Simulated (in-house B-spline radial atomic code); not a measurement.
How numerical settings move a run on Tc, [Kr] 4d5 5s2. Computed with an all-electron radial atomic-structure program (B-spline basis): Dirac-Hartree-Fock, average of configuration, Fermi nucleus of rms radius 4.41117 fm.

Command:
```bash
python run_scf.py task.json out
```
Settings of the sound reference run:
```
Z                43
electrons        43
configuration    [Kr] 4d5 5s2
hamiltonian      dirac
method           hf
spin_polarised   False
nucleus          fermi
rms_radius       4.41117
mass_number      97
atomic_mass      96.90636
speed_of_light   137.036
knot_spacing     0.22
spline_order     8
gauss_points     12
box_radius       50
max_iterations   70
damping          0.5
damped_steps     3
diis_vectors     10
tolerance        1e-08
start            Thomas-Fermi
```

Run time, properties included: 2.4 s on 1 thread of Arm Neoverse N1, on a shared host.

It converges in 12 iterations to -4284.113564 hartree, with 5s1/2 at -6.67856 eV. The other runs change the listed settings, some to values that make no sense; their results aren't properties of the atom or ion. Radii are in bohr (the nuclear one in fm), a minus after a letter asks for a j subshell, and «unchanged» means within 1e-8 hartree. The run stops when the residual is below 10 × tolerance × max(1, Z/10), or a noise floor if that is larger, and the energy moves by less than 1e-8 × √|E| hartree; so very loose and very tight tolerances often act alike.

| changed settings | outcome |
| --- | --- |
| box_radius = 5 | converged in 9 iterations, energy +1.95e-01 hartree from the reference, 5s1/2 level +3.4e+00 eV (the program warns: 5s1/2 reaches the box edge; 4s1/2 reaches the box edge) |
| tolerance = 1e-06 | converged in 10 iterations, energy unchanged, 5s1/2 level +1.0e-04 eV |
| speed_of_light = 21.50095 | stopped with error: Z/c is past the critical charge |
| damped_steps = 8 | converged in 15 iterations, energy unchanged, 5s1/2 level -6.7e-07 eV |
| damped_steps = 1 | converged in 12 iterations, energy unchanged, 5s1/2 level +1.4e-05 eV |
| electrons = 51, configuration = [Kr] 4d5 5s2 7s2 7p6, max_iterations = 50 | converged in 40 iterations to -4283.0869 hartree, a different physical problem (warning: 5s1/2 has a positive eigenvalue: unbound, held by the box) |
| knot_spacing = 0.1, first_knot = 0.000233, max_iterations = 8, damping = 0 | not converged after 8 iterations, last residual 2.8e-03, last energy +2.37e-03 hartree from the reference |
| box_radius = 10 | converged in 11 iterations, energy +9.83e-04 hartree from the reference, 5s1/2 level +3.9e-02 eV (the program warns: 5s1/2 reaches the box edge; 4d3/2 reaches the box edge) |
| box_radius = 3 | converged in 9 iterations, energy +2.62e+00 hartree from the reference, 5s1/2 level +3.1e+01 eV (the program warns: 5s1/2 has a positive eigenvalue: unbound, held by the box; 4d3/2 has a positive eigenvalue: unbound, held by the box) |
| box_radius = 15 | converged in 12 iterations, energy +3.37e-06 hartree from the reference, 5s1/2 level +2.5e-04 eV (the program warns: 5s1/2 reaches the box edge) |
| box_radius = 7.5 | converged in 10 iterations, energy +1.39e-02 hartree from the reference, 5s1/2 level +3.6e-01 eV (the program warns: 5s1/2 reaches the box edge; 4d3/2 reaches the box edge) |
| damped_steps = 0 | converged in 10 iterations, energy unchanged, 5s1/2 level +2.0e-06 eV |
| max_iterations = 100, damping = 0.8, tolerance = 1e-05 | converged in 11 iterations, energy unchanged, 5s1/2 level +9.1e-05 eV |

Question: What happens with knot_spacing = 1, gauss_points = 16, box_radius = 5, max_iterations = 50, damped_steps = 1?

Answer: Converged in 9 iterations, energy +5.35e+00 hartree from the reference, 5s1/2 level +3.5e+00 eV (the program warns: 5s1/2 reaches the box edge; 3s1/2 reaches the box edge).

Question: What happens with spline_order = 5, first_knot = 0.0698, max_iterations = 5, start = bare nucleus?

Answer: Not converged after 5 iterations, last residual 2.6e-01, last energy +1.15e+02 hartree from the reference.

Question: What happens with box_radius = 2?

Answer: Converged in 8 iterations, energy +1.67e+01 hartree from the reference, 5s1/2 level +1.5e+02 eV (the program warns: 5s1/2 has a positive eigenvalue: unbound, held by the box; 4d3/2 has a positive eigenvalue: unbound, held by the box).

Question: What happens with damped_steps = 30?

Answer: Converged in 32 iterations, energy unchanged, 5s1/2 level +5.3e-06 eV.
